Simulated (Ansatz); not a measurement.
Gas-phase electronic energies from Ansatz, PBE0-D4/def2-TZVP geometries. CBS: MP2 limit from def2 TZ/QZ plus the TZ coupled-cluster correction, frozen cores. Functionals use def2-TZVPP. B3LYP here is the variant with VWN-RPA as its local correlation; programs differ in this. Each species was taken in one conformer, which may not be the lowest.

Consider the ligand exchange at the Si–C bond: `[SiH3]CCS` + `N[Si](O)([SiH3])Cl` → `N[Si]([SiH3])(Cl)O[SiH3]` + `CCS`.

`[SiH3]CCS`:

Cartesian coordinates in Å:
```
Si -0.641 -0.298 1.640
C 0.469 0.252 0.222
C -0.189 0.105 -1.139
S 0.805 0.715 -2.531
H -1.015 -1.730 1.479
H 0.058 -0.129 2.941
H -1.890 0.511 1.655
H 0.762 1.293 0.385
H 1.392 -0.336 0.260
H -0.471 -0.932 -1.335
H -1.106 0.696 -1.194
H 1.825 -0.146 -2.384
```

`N[Si](O)([SiH3])Cl`:

```xyz
11

N    -1.214   -1.269   -0.591
Si   -0.604    0.231   -0.089
O    -1.291    0.721    1.321
Si    1.727    0.148    0.071
Cl   -1.123    1.615   -1.537
H    -0.905   -2.120   -0.151
H    -2.146   -1.353   -0.964
H    -1.156    1.632    1.590
H     2.139   -1.015    0.906
H     2.346    0.018   -1.274
H     2.228    1.391    0.719
```

`N[Si]([SiH3])(Cl)O[SiH3]`:

Z-matrix (Å, degrees):
```
Si
Si 1 2.333
Cl 1 2.064 2 108.4
N 1 1.705 2 117.2 3 -117.5
O 1 1.628 2 106.6 3 118.8
H 2 1.487 1 109.6 3 57.1
H 2 1.486 1 111.1 3 -63.8
H 2 1.490 1 109.5 3 175.9
H 4 1.006 1 120.8 2 95.9
H 4 1.007 1 121.7 2 -57.0
Si 5 1.647 1 138.9 2 171.0
H 11 1.484 5 110.7 1 42.6
H 11 1.485 5 109.8 1 -78.3
H 11 1.482 5 107.5 1 162.7
```

`CCS`:

```xyz
9

C     0.354    0.504   -0.740
C     0.288   -0.254    0.569
S    -1.108   -1.404    0.689
H     0.392   -0.183   -1.588
H     1.243    1.142   -0.770
H    -0.522    1.144   -0.868
H     1.167   -0.891    0.693
H     0.266    0.425    1.423
H    -2.081   -0.483    0.592
```

```
    level  ΔE (kcal/mol)
r2SCAN-D4          -27.0
  PBE0-D4          -25.4
 B3LYP-D4          -28.5
  ωB97X-V          -27.3
```

**Question.** What does CCSD(T)/CBS give? (Best estimate.)

**Answer.** Computed: -27.6 kcal/mol. The listed levels differ from it by 0.6, 2.2, -0.9, 0.3 kcal/mol.

Largest T1 diagnostic among the species: 0.012.

In def2-TZVPP, CCSD(T) changes the Hartree–Fock value by +5.1 kcal/mol (the triples alone add +0.7 kcal/mol) and MP2 by +4.8 kcal/mol. From PBE to PBE0 (25 % exact exchange), in def2-TZVPP and without D4, ΔE moves by −1.5 kcal/mol.

CCSD(T)/CBS has its own doubt, a few kJ/mol and more with outer-core shells, so smaller differences from it don't rank the levels.
